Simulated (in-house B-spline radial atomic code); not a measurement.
The numbers below are computed, except where a source is named.
# From levels and matrix elements to observables: Os73+

One electron outside the 1s2 core, from an all-electron radial atomic-structure program (B-spline basis): Brueckner orbitals with a screened correlation potential on Dirac-Hartree-Fock, Breit and QED terms for the lowest states, dipole elements in length form with static core polarisation. The core's own polarisability, by RPA, is 1.922e-07 bohr³.

```tsv
state	removal energy (cm⁻¹)	size of the reduced dipole element to 2s1/2 (a.u.)
2s1/2	168733181	-
3s1/2	73087282	-
2p1/2	167100812	0.04952
2p3/2	153415114	0.07602
3p1/2	72647900	0.03049
3p3/2	68566491	0.03416
```

Use R = 109737.3 cm⁻¹, 1 hartree = 219474.6 cm⁻¹, c = 137.036 and 1 a.u. of rate = 4.1341e16 s⁻¹.

(1) Find the quantum defects of the two s states and predict 4s1/2.

(2) What are the wavelength, oscillator strength and rate of 2s1/2–2p3/2?

## Answers

(1) With n* = 74 √(R/E): 2s1/2 has n* = 1.8872, δ = 0.1128; 3s1/2 has n* = 2.8674, δ = 0.1326. Ritz's form δ = δ0 + b/n*² gives b = -0.124, δ0 = 0.1477, so with n* ≈ 4 − 0.1326, δ = 0.1394 and E = R × 74²/(4 − 0.1394)² = 40318885 cm⁻¹. The program finds 40419723 cm⁻¹. In so highly charged an ion δ holds relativistic, Breit and QED shifts that Ritz's form doesn't follow, and the higher level lacks the last two.

(2) ΔE = 15318067 cm⁻¹ = 69.79425 hartree, λ = 0.65282 nm in vacuum. f = (2/3) ΔE D²/(2j + 1 of the lower state) = (2/3) × 69.79425 × 0.07602²/2 = 0.1344. A = (4/3) ΔE³ D²/(c³ (2j' + 1)) = 2.5450e-04 a.u. = 1.052e+13 s⁻¹, a partial lifetime of 9.505e-05 ns.
